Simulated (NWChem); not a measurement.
Species: ZnSiH$_{3}$F; SMILES [F][Zn][SiH3]

All runs: NWChem. Pople sets run with spherical d functions. All runs use the structure optimised with PBE0/def2-SVP. Field at 589 nm.

| level | isotropic polarisability (bohr³) | anisotropy (bohr³) |
|---|---|---|
| B3LYP/6-31G* | 49.5 | 25.6 |
| B3LYP/def2-SVP | 48.1 | 25.9 |
| B3LYP/def2-SVPD | 58.7 | 26.9 |
